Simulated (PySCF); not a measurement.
Calculation: B3LYP-D3(BJ)/def2-TZVP // B3LYP-D3(BJ)/def2-SVP in PySCF 2.14.0. All species are isolated molecules in the gas phase. One relaxed conformer stands for a flexible species; it need not be the lowest. B3LYP has the VWN-RPA correlation part, as in Gaussian. Excitations are Tamm–Dancoff values on a coarser integration grid. The basis has no diffuse functions, so Rydberg states are missing or too high.

Reference species (SMILES): `C[CH2][Sn]([OH])([OH])[CH2]C` (neutral, multiplicity 1).

```
Property                   Value
----------------------  --------
S1 oscillator strength     0.126
HOMO                    -7.24 eV
S1 excitation (TDA)      5.90 eV
```

After one change: the S1 oscillator strength falls by 0.073; the HOMO increases by 0.43 eV; the S1 excitation (TDA) rises by 0.41 eV.

Question: Which change was made? The new species is one of these.
(A) `C[CH2][Sn]([CH2]C)([CH2]C)[CH2]C`
(B) `C[CH2][Sn]([OH])([OH])[OH]`
(C) `[OH][Sn]([OH])([OH])[OH]`

Answer: A, `C[CH2][Sn]([CH2]C)([CH2]C)[CH2]C`
